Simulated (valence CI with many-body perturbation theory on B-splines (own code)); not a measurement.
Nb2+: electric-dipole lines

Method: valence CI with perturbative core correlation (CI+MBPT): three valence electrons over a frozen Dirac-Fock core [Kr], radial functions for each j: 9 s, 9 p, 10 d, 8 f, 5 g, 3 h, 1 i, with the one-electron correlation potential Σ1 (screened to all orders), the two-electron term Σ2, the three-electron term Σ3, Breit, model QED; selected single and double excitations, second order for the rest, scaled by the run's own slope (own B-spline code, finite nucleus).

Set against measurement, 24 paired levels are off by 556 cm⁻¹ on average, the worst by 1107. These come from a selection out of Shadmi, J. Res. Natl. Bur. Stand. 70A, 435 (1966). Levels without a partner in it may be off by more, other configurations by 1,000 to 8,000 cm⁻¹.

Lines 51 to 100 of 245 in falling wavelength, among levels below 79218 cm⁻¹, chosen from the strongest by gf and those to the six lowest levels. Wavelengths and rates use the calculated energies, so an error of 600 cm⁻¹ moves a line at 2488 Å by 1.5 % and its rate by three times that or more. Electric multipoles are in the length gauge, E1 and E2 with the static RPA response of the core. Weak lines are less certain than strong ones. Lines between different terms over intervals too small for the method are left out, as are lines whose strength nearly cancels. Where a level lies close to another of its J and parity, the split of strength between their lines is uncertain. The highest levels of a list are the least certain.

Names give the largest LS component (configuration and term), which can be under half, so a name can repeat, a term be missing and a line seem to break the LS rules; names also repeat where a configuration has a term twice. Letters in brackets count levels of one name in rising energy.

| λ vac (Å) | Upper | Lower | A (s⁻¹) | log gf | Branch % |
| --- | --- | --- | --- | --- | --- |
| 2488 | 4d²5p ⁴D°_7/2 [b] | 4d²5s ²D_5/2 | 9.46e+07 | -0.15 | 10.8 |
| 2485 | 4d²5p ⁴D°_3/2 [b] | 4d²5s ⁴P_3/2 | 9.82e+07 | -0.44 | 14.3 |
| 2480 | 4d²5p ²D°_5/2 [b] | 4d²5s ²D_3/2 | 2.69e+07 | -0.83 | 4.3 |
| 2480 | 4d²5p ⁴F°_3/2 | 4d²5s ⁴F_3/2 | 1.62e+08 | -0.23 | 19.6 |
| 2474 | 4d²5p ⁴G°_11/2 | 4d²5s ⁴F_9/2 | 3.35e+08 | 0.57 | 84.2 |
| 2467 | 4d²5p ⁴D°_3/2 [b] | 4d²5s ⁴P_1/2 | 1.30e+08 | -0.32 | 18.9 |
| 2465 | 4d²5p ⁴F°_5/2 [a] | 4d²5s ⁴F_5/2 | 9.24e+07 | -0.30 | 13.2 |
| 2455 | 4d²5p ²F°_7/2 [a] | 4d²5s ⁴F_9/2 | 3.38e+07 | -0.61 | 6.3 |
| 2440 | 4d²5p ²F°_7/2 [b] | 4d²5s ⁴P_5/2 | 1.45e+08 | 0.02 | 13.4 |
| 2439 | 4d²5p ⁴D°_5/2 [b] | 4d²5s ⁴P_5/2 | 8.07e+07 | -0.36 | 10.3 |
| 2438 | 4d²5p ⁴F°_7/2 | 4d²5s ⁴F_7/2 | 2.00e+08 | 0.15 | 21.6 |
| 2438 | 4d²5p ⁴F°_9/2 | 4d²5s ⁴F_9/2 | 2.61e+08 | 0.37 | 28.4 |
| 2437 | 4d²5p ⁴F°_5/2 [b] | 4d²5s ⁴F_5/2 | 7.47e+07 | -0.40 | 11.2 |
| 2429 | 4d²5p ⁴D°_5/2 [b] | 4d²5s ⁴P_3/2 | 8.54e+07 | -0.34 | 10.9 |
| 2421 | 4d²5p ²F°_7/2 [b] | 4d²5s ²F_7/2 | 3.32e+07 | -0.63 | 3.1 |
| 2407 | 4d²5p ⁴F°_5/2 [b] | 4d²5s ⁴F_3/2 | 1.12e+08 | -0.23 | 16.8 |
| 2403 | 4d²5p ²F°_5/2 | 4d²5s ²F_5/2 | 1.93e+07 | -1.00 | 1.9 |
| 2396 | 4d²5p ⁴F°_7/2 | 4d²5s ⁴F_5/2 | 8.83e+07 | -0.22 | 9.5 |
| 2389 | 4d²5p ²D°_5/2 [b] | 4d²5s ⁴P_5/2 | 2.98e+07 | -0.81 | 4.8 |
| 2385 | 4d²5p ⁴F°_9/2 | 4d²5s ⁴F_7/2 | 7.94e+07 | -0.17 | 8.6 |
| 2380 | 4d²5p ²D°_5/2 [b] | 4d²5s ⁴P_3/2 | 1.02e+08 | -0.28 | 16.5 |
| 2365 | 4d²5p ²D°_3/2 [a] | 4d²5s ⁴F_3/2 | 1.28e+08 | -0.37 | 18.4 |
| 2364 | 4d²5p ⁴D°_7/2 [b] | 4d²5s ⁴P_5/2 | 1.57e+08 | 0.02 | 17.9 |
| 2360 | 4d²5p ²D°_5/2 [a] | 4d²5s ⁴F_7/2 | 3.76e+07 | -0.73 | 5.4 |
| 2360 | 4d²5p ²F°_7/2 [a] | 4d²5s ⁴F_5/2 | 2.05e+07 | -0.86 | 3.8 |
| 2343 | 4d²5p ²F°_7/2 [b] | 4d²5s ²F_5/2 | 3.46e+07 | -0.64 | 3.2 |
| 2332 | 4d²5p ⁴D°_7/2 [a] | 4d²5s ⁴F_9/2 | 2.40e+08 | 0.20 | 22.1 |
| 2321 | 4d²5p ⁴P°_1/2 | 4d²5s ⁴P_3/2 | 2.39e+08 | -0.41 | 33.7 |
| 2320 | 4d²5p ²D°_5/2 [a] | 4d²5s ⁴F_5/2 | 8.09e+07 | -0.41 | 11.5 |
| 2310 | 4d²5p ²G°_9/2 [b] | 4d²5s ²F_7/2 | 7.57e+07 | -0.22 | 5.9 |
| 2305 | 4d²5p ⁴P°_1/2 | 4d²5s ⁴P_1/2 | 6.08e+07 | -1.01 | 8.6 |
| 2299 | 4d²5p ⁴D°_5/2 [a] | 4d²5s ⁴F_7/2 | 1.91e+08 | -0.04 | 18.3 |
| 2294 | 4d²5p ⁴D°_3/2 [a] | 4d²5s ⁴F_5/2 | 2.44e+08 | -0.11 | 21.2 |
| 2294 | 4d²5p ⁴D°_1/2 [a] | 4d²5s ⁴F_3/2 | 3.55e+08 | -0.25 | 29.1 |
| 2284 | 4d²5p ⁴D°_7/2 [a] | 4d²5s ⁴F_7/2 | 6.04e+07 | -0.42 | 5.6 |
| 2267 | 4d²5p ⁴D°_3/2 [a] | 4d²5s ⁴F_3/2 | 6.29e+07 | -0.71 | 5.5 |
| 2261 | 4d²5p ⁴D°_5/2 [a] | 4d²5s ⁴F_5/2 | 4.27e+07 | -0.71 | 4.1 |
| 2224 | 4d²5p ²G°_9/2 [a] | 4d²5s ⁴F_9/2 | 2.49e+07 | -0.73 | 2.9 |
| 2147 | 4d²5p ⁴F°_5/2 [b] | 4d³ ²F_5/2 | 4.06e+07 | -0.77 | 6.1 |
| 2082 | 4d²5p ²F°_7/2 [a] | 4d³ ²F_7/2 | 8.07e+07 | -0.38 | 15.1 |
| 2052 | 4d²5p ²D°_5/2 [a] | 4d³ ²F_7/2 | 2.85e+07 | -0.97 | 4.1 |
| 1961 | 4d²5p ²G°_7/2 | 4d³ ²F_5/2 | 6.62e+07 | -0.52 | 7.7 |
| 1914 | 4d²5p ²G°_9/2 [a] | 4d³ ²F_7/2 | 5.56e+07 | -0.52 | 6.6 |
| 1826 | 4d²5p ⁴G°_5/2 | 4d³ ⁴P_3/2 | 2.04e+06 | -2.21 | 0.6 |
| 1823 | 4d²5p ²F°_7/2 [a] | 4d³ ²D_5/2 [a] | 7.85e+07 | -0.50 | 14.7 |
| 1809 | 4d²5p ⁴F°_5/2 [a] | 4d³ ²P_3/2 | 3.25e+07 | -1.02 | 4.7 |
| 1807 | 4d²5p ²F°_5/2 | 4d³ ²F_5/2 | 7.57e+07 | -0.65 | 7.5 |
| 1800 | 4d²5p ²D°_5/2 [a] | 4d³ ²D_5/2 [a] | 3.60e+07 | -0.98 | 5.1 |
| 1795 | 4d²5p ²D°_5/2 [a] | 4d³ ²D_3/2 [a] | 1.18e+08 | -0.47 | 16.8 |
| 1771 | 4d²5p ²D°_3/2 [a] | 4d³ ²P_3/2 | 6.45e+07 | -0.92 | 9.2 |

**Question.** How does gf follow from A for the line at 2439 Å?

**Answer.** gf = 1.4992 × (2J+1)_upper × A / σ², with σ = 41007 cm⁻¹ and 2J+1 = 6: gf = 0.432.
